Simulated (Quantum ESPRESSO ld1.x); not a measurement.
The run below uses ld1.x (Quantum ESPRESSO 7.5).

```
 &input
    zed=63.0,
    iswitch=1,
    rel=1,
    lsd=1,
    dft='PZ',
    config='[He] 2s2 2p5 3s0 3p0',
    verbosity='high',
    prefix='ld1',
    max_out_wfc=37,
    file_charge='ld1.rho',
 /
```

Command: `OMP_NUM_THREADS=1 ld1.x < ld1.in > ld1.out`

Standard output:

```
     Program LD1 v.7.5 starts

     --------------------------- All-electron run ----------------------------

     scalar relativistic calculation

     atomic number is 63.00
     dft =PZ   lsd =1 sic =0 latt =0  beta=0.20 tr2=1.0E-14
     Exchange-correlation= PZ
                           (   1   1   0   0   0   0   0)
     mesh =2095 r(mesh) = 100.37019 a.u. xmin = -8.00 dx = 0.00800
     1 Ry =  13.60569312 eV, c = 137.03599908

     n l     nl                  e(Ry)          e(Ha)          e(eV)
     1 0     1S 1( 1.00)   -3882.007008800   -1941.003504400 -52817.3960630
     2 0     2S 1( 1.00)    -885.568091177    -442.784045588 -12048.7676881
     2 1     2P 1( 3.00)    -827.092406872    -413.546203436 -11253.1654723
     3 0     3S 1( 0.00)    -369.655046906    -184.827523453  -5029.4131296
     3 1     3P 1( 0.00)    -352.186352265    -176.093176132  -4791.7394310
     1 0     1S 2( 1.00)   -3880.966386293   -1940.483193147 -52803.2376726
     2 0     2S 2( 1.00)    -884.165130735    -442.082565368 -12029.6794388
     2 1     2P 2( 2.00)    -825.425438724    -412.712719362 -11230.4852152
     3 0     3S 2( 0.00)    -369.282831741    -184.641415871  -5024.3488843
     3 1     3P 2( 0.00)    -351.760441135    -175.880220567  -4785.9446149

     final scf error:  1.1E-15 reached in  10 iterations

     Etot =  -14708.989088 Ry,   -7354.494544 Ha, -200125.991677 eV
     Total magnetization:    1.00 Bohr mag.

     Ekin =   16100.517786 Ry,    8050.258893 Ha,  219058.704114 eV
     Encl =  -31727.139423 Ry,  -15863.569712 Ha, -431669.722660 eV
     Eh   =    1106.436314 Ry,     553.218157 Ha,   15053.832948 eV
     Exc  =    -188.803764 Ry,     -94.401882 Ha,   -2568.806078 eV

     normalization and overlap integrals

     s(1S/1S) =  1.000000  <r> =   0.0223  <r2> =    0.0007  r(max) =   0.0142
     s(1S/2S) = -0.022629
     s(1S/3S) = -0.011073
     s(2S/2S) =  1.000000  <r> =   0.0929  <r2> =    0.0102  r(max) =   0.0793
     s(2S/3S) = -0.007085
     s(2P/2P) =  1.000000  <r> =   0.0815  <r2> =    0.0081  r(max) =   0.0639
     s(2P/3P) = -0.005760
     s(3S/3S) =  1.000000  <r> =   0.2198  <r2> =    0.0550  r(max) =   0.2103
     s(3P/3P) =  1.000000  <r> =   0.2124  <r2> =    0.0521  r(max) =   0.2021
     s(1S/1S) =  1.000000  <r> =   0.0223  <r2> =    0.0007  r(max) =   0.0142
     s(1S/2S) = -0.022614
     s(1S/3S) = -0.011066
     s(2S/2S) =  1.000000  <r> =   0.0930  <r2> =    0.0102  r(max) =   0.0799
     s(2S/3S) = -0.007073
     s(2P/2P) =  1.000000  <r> =   0.0816  <r2> =    0.0081  r(max) =   0.0639
     s(2P/3P) = -0.005752
     s(3S/3S) =  1.000000  <r> =   0.2200  <r2> =    0.0551  r(max) =   0.2103
     s(3P/3P) =  1.000000  <r> =   0.2126  <r2> =    0.0522  r(max) =   0.2021

     ------------------------ End of All-electron run ------------------------
```

Run on one thread of a shared host, so times are rough (Intel(R) Xeon(R) Processor @ 2.60GHz): 0.6 s of CPU time, 0.62 s wall, 10 iterations on 2095 mesh points.
